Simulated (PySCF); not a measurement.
Zr(Cl)(OH)(Me)2 (C2H7ClOZr), SMILES [CH3][Zr]([Cl])([CH3])[OH], multiplicity 1.

Geometry: B3LYP-D3(BJ)/def2-SVP. The spin state was assumed, not searched. The def2 effective core potentials stand for the cores of Zr; spin–orbit coupling is left out. The values are those of a single conformer.

Vertical ionisation energy (IE) and electron affinity (EA) in eV. Rows of orbital energies are one-electron estimates. Where ΔSCF, EOM or ADC give a negative EA the extra electron is unbound and the value depends on the basis.

```csv
level,IE,EA
"−ε(HOMO), −ε(LUMO), ωB97X/def2-TZVP (PySCF)",(withheld),(withheld)
"−ε(HOMO), −ε(LUMO), PBE/def2-TZVP (PySCF)",6.35,2.20
```

Problem. What belongs in the gaps? (The exact figures need the calculation; the answer reports its results.)

Solution. 
- −ε(HOMO), −ε(LUMO), ωB97X/def2-TZVP (PySCF), IE: 10.15
- −ε(HOMO), −ε(LUMO), ωB97X/def2-TZVP (PySCF), EA: -0.87
